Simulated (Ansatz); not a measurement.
System: C4H4OSe, net charge 0, singlet state. 
Coordinates optimised at B3LYP-D3(BJ)/def2-TZVP (Ansatz, a quantum-chemistry and plane-wave program):
SMILES: Oc1cc[se]c1
```xyz
10

O      2.6561    -0.8820     0.0764
C      1.3229    -0.5798     0.0452
C      0.2909    -1.5727     0.0837
C     -0.9716    -1.0782     0.0436
Se    -0.9797     0.7858    -0.0517
C      0.8887     0.7063    -0.0256
H      2.7672    -1.8370     0.1264
H      0.5055    -2.6332     0.1404
H     -1.8927    -1.6364     0.0613
H      1.4980     1.5927    -0.0637
```
Charge 0, spin multiplicity 1.

Dipole moments at this geometry, in debye (magnitudes).

```
level                program  dipole (D)
-------------------  -------  ----------
revPBE/def2-TZVPD     Ansatz           ?
B3LYP/def2-TZVPD      Ansatz        1.70
PBE0/def2-TZVPD       Ansatz        1.74
BHLYP/def2-TZVPD      Ansatz        1.83
r2SCANh/def2-TZVPD    Ansatz        1.75
r2SCAN0/def2-TZVPD    Ansatz        1.79
LC-wPBE/def2-TZVPD    Ansatz        1.84
wB97X-V/def2-TZVPD    Ansatz        1.81
CCSD(T)/aug-cc-pVDZ   Ansatz           ?
```

Problem. Complete the blanks.

Solution. 
- revPBE/def2-TZVPD, dipole (D): 1.63
- CCSD(T)/aug-cc-pVDZ, dipole (D): 1.73
